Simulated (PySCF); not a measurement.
Telling isomers of C$_{5}$H$_{9}$NOSi$_{2}$ apart by NMR

- shielding tensors at PBE0/pcSseg-1 (GIAO)
- GFN2-xTB geometry
- run in PySCF 2.14.0 with density-fitted response routines
- rapidly exchanging positions averaged, in vacuum, non-relativistic, one conformer

Chemical shifts δ = σref − σ; $^{1}$H, $^{13}$C against TMS, all at this level. Where no couplings were computed, multiplicities follow the n + 1 count of equivalent neighbours, and m marks all less simple cases (inequivalent or close neighbours, rings, F or P nearby). Acid and N–H amide carbonyl carbons lie up to 10 ppm further downfield in solution (hydrogen bonding). Shifts are as computed. Against solution values, carbons near 30 ppm lie about +3 ppm off and those near 130 ppm about +5 ppm. Of 1309 compounds with measured shifts, 239 miss one by over three times the rms of a fit or turn the order of signals round; such compounds aren't used in these exercises. OH and NH positions are gas-phase values without hydrogen bonding to other molecules.

(1) Tabulate the signals of `N#CC1=C(CCO)[SiH2][SiH2]1`, `O=CC1=C[Si@H](N[SiH3])C=C1`, `[SiH3]N1[SiH2]Cc2ccoc21`, `O=CN[SiH2]C1=C[SiH2]C=C1` and their relative energies.

(2) What is the quickest way to tell [SiH3]N1[SiH2]Cc2ccoc21 from O=CN[SiH2]C1=C[SiH2]C=C1?

(3) What is the quickest way to tell N#CC1=C(CCO)[SiH2][SiH2]1 from O=CN[SiH2]C1=C[SiH2]C=C1?

(4) What is the quickest way to tell O=CC1=C[Si@H](N[SiH3])C=C1 from O=CN[SiH2]C1=C[SiH2]C=C1?

## Answers

(1) 
| SMILES | carbon types | δC | δH | E rel. (kcal/mol) |
| --- | --- | --- | --- | --- |
| N#CC1=C(CCO)[SiH2][SiH2]1 | 3×C 2×CH2 | 196.0, 138.4, 120.4, 65.3, 43.2 | 4.89 (m, 2H), 4.87 (m, 2H), 4.03 (t, 2H), 2.65 (t, 2H), 0.15 (br s, 1H) | 39.4 |
| O=CC1=C[Si@H](N[SiH3])C=C1 | 1×C 4×CH | 194.3, 163.7, 157.2, 151.8, 139.1 | 9.99 (s, 1H), 7.69 (d, 1H), 6.87 (d, 1H), 6.33 (m, 1H), 5.30 (m, 1H), 4.89 (s, 3H), -0.10 (br s, 1H) | 5.7 |
| [SiH3]N1[SiH2]Cc2ccoc21 | 2×C 2×CH 1×CH2 | 168.4, 138.3, 118.6, 105.4, 7.9 | 6.88 (m, 1H), 6.62 (m, 1H), 5.52 (m, 2H), 4.80 (s, 3H), 2.18 (m, 2H) | 0.0 |
| O=CN[SiH2]C1=C[SiH2]C=C1 | 1×C 4×CH | 168.2, 167.9, 160.0, 152.7, 134.4 | 8.45 (s, 1H), 7.54 (d, 1H), 6.97 (t, 1H), 6.32 (m, 1H), 5.25 (s, 2H), 4.66 (m, 2H), 4.16 (br s, 1H) | 8.1 |

Energies are electronic energies at PBE0/pcSseg-1 on these geometries, without zero-point or thermal terms, each for the one conformer computed, which needn't be the lowest.

(2) Both give the same number of carbon signals, but DEPT or the intensities differ. The first has a substituted aromatic carbon (C) at 105.4 ppm, the second an amide carbonyl carbon (CH) at 168.2 ppm. Their most deshielded carbons lie at 168.4 and 168.2 ppm. In the proton spectra the most deshielded non-exchanging signals are 6.88 (m, 1H) and 8.45 (s, 1H).

(3) Both give the same number of carbon signals, but DEPT or the intensities differ. The first has an sp3 CH2 bonded to O at 65.3 ppm, the second an amide carbonyl carbon (CH) at 168.2 ppm. Their most deshielded carbons lie at 196.0 and 168.2 ppm. In the proton spectra the most deshielded non-exchanging signals are 4.89 (m, 2H) and 8.45 (s, 1H).

(4) Both give the same number of carbon signals, with the same numbers of each carbon type, so the positions decide. The first has an aldehyde carbonyl carbon (CH) at 194.3 ppm, the second an amide carbonyl carbon (CH) at 168.2 ppm. In the proton spectra the most deshielded non-exchanging signals are 9.99 (s, 1H) and 8.45 (s, 1H).
